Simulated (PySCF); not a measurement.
Structure from 2D NMR

Compound of formula C6H6NOP. Correlations simulated from computed shifts and the bond graph:

HSQC (one-bond C–H):
| δH | δC |
| --- | --- |
| 10.80 | 190.1 |
| 10.01 | 177.6 |
| 8.71 | 125.5 |
| 2.96 | 30.5 |

COSY cross peaks (H two or three bonds apart, from the bond graph; peaks can be absent where the dihedral angle is near 90°):
| δH | δH |
| --- | --- |
| 10.01 | 8.71 |

HMBC (two and three bonds, from the bond graph):
| δH | δC |
| --- | --- |
| 10.80 | 177.6, 151.7 |
| 10.01 | 190.1, 151.7, 125.5 |
| 8.71 | 207.5, 177.6, 151.7 |
| 2.96 | 207.5, 151.7 |

Carbons without hydrogens: δ 207.5, 151.7.

Non-relativistic Hamiltonian, fast rotation and ring inversion assumed for equivalent nuclei, one computed conformer, in vacuum. Geometry: GFN2-xTB; shieldings: GIAO PBE0/pcSseg-1; PySCF.

δ = σ(ref) − σ, references computed at the same level: 1H (σref 31.72), 13C (σref 186.93) against TMS.

Exchangeable hydrogens are left out of these lists.

Problem. Assemble the structure.

Solution. `CC(=O)c1ccpcn1`.

Numbering as in the mapped SMILES `[CH3:1][C:2](=[O:3])[c:4]1[cH:5][cH:6][p:7][cH:8][n:9]1` (H(Xn): hydrogen on atom n).

- δC 207.5 is C2, a ketone carbonyl carbon.
- δC 190.1 is C8, an aromatic CH next to a ring nitrogen (δH 10.80).
- δC 177.6 is C6, an aromatic CH (δH 10.01).
- δC 151.7 is C4, a substituted aromatic carbon next to a ring nitrogen.
- δC 125.5 is C5, an aromatic CH (δH 8.71).
- δC 30.5 is C1, a methyl carbon α to a carbonyl (δH 2.96).
- HMBC from δH 10.80 reaches the proton-free carbon C4.
- HMBC from δH 10.01 reaches the proton-free carbon C4.
- HMBC from δH 8.71 reaches the proton-free carbons C2, C4.
- HMBC from δH 2.96 reaches the proton-free carbons C2, C4.
- COSY links 10.01–8.71.

The data come from this structure; uniqueness wasn't tested.

Shifts are as computed. Against solution values, carbons near 30 ppm lie about +3 ppm off and those near 130 ppm about +5 ppm. Of 1211 compounds with measured shifts, 218 miss one by over three times the rms of a fit or turn the order of signals round; such compounds aren't used in these exercises.
